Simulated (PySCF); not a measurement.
Species: CH₁₀OSi₃.
Numbering: `[CH3:1][SiH2:2][Si@H:3]([OH:4])[SiH3:5]` (hydrogens: H6, H7, H8 on C1; H9, H10 on Si2; H11 on Si3; H12 on O4; H13, H14, H15 on Si5)

The calculation used core-valence-separated Tamm–Dancoff BHandHLYP/aug-pcX-1 (pcseg-1 on H, def2-SVPD on Si) in PySCF, non-relativistic, gas phase, PBE0-D3(BJ)/def2-SVP geometry.

Computed oxygen K-edge spectrum, Gaussian lines of 0.3 eV full width, highest printed point 100; it ends one width below the last computed root. No empirical shift is added; at this level the pattern usually sits a few eV under experiment.

| photon energy (eV) | absorption |
| --- | --- |
| 531.1 | 1 |
| 531.2 | 6 |
| 531.3 | 21 |
| 531.4 | 39 |
| 531.5 | 39 |
| 531.6 | 21 |
| 531.7 | 6 |
| 531.8 | 1 |
| 531.9 | 0 |
| 532.0 | 0 |
| 532.1 | 0 |
| 532.2 | 0 |
| 532.3 | 0 |
| 532.4 | 0 |
| 532.5 | 0 |
| 532.6 | 0 |
| 532.7 | 3 |
| 532.8 | 19 |
| 532.9 | 60 |
| 533.0 | 100 |
| 533.1 | 91 |
| 533.2 | 44 |
| 533.3 | 12 |
| 533.4 | 2 |
| 533.5 | 0 |
| 533.6 | 1 |
| 533.7 | 6 |
| 533.8 | 17 |
| 533.9 | 32 |
| 534.0 | 40 |
| 534.1 | 40 |
| 534.2 | 30 |
| 534.3 | 17 |
| 534.4 | 17 |
| 534.5 | 31 |
| 534.6 | 38 |
| 534.7 | 28 |
| 534.8 | 16 |
| 534.9 | 10 |

Problem. Assign the maxima to core holes.

Solution. 4 maxima:
- 531.4 eV: O4 (silanol oxygen), 531.45 eV, f = 0.014, 100 % of the height at the exact maximum
- 533.0 eV: O4 (silanol oxygen), 533.03 eV, f = 0.033, 100 % of the height at the exact maximum
- 534.0 eV: O4 (silanol oxygen), 534.14 eV, f = 0.009, 55 % of the height at the exact maximum; O4 (silanol oxygen), 533.93 eV, f = 0.009, 45 % of the height at the exact maximum
- 534.6 eV: O4 (silanol oxygen), 534.60 eV, f = 0.007, 60 % of the height at the exact maximum; O4 (silanol oxygen), 534.56 eV, f = 0.005, 38 % of the height at the exact maximum

Roots within 0.03 eV on the same or equivalent atoms count as one line; shares under 12 % aren't listed.

Vibrational structure and lifetime widths aren't in the curve. The ionisation threshold wasn't computed; near and above it a finite basis only mimics Rydberg series and continuum.

Conformer computed: `[CH3:1][SiH2:2][Si@H:3]([OH:4])[SiH3:5]`: C1–Si2–Si3–O4 180°, H–O4–Si3–Si2 -178°.

One conformer stands for the species.
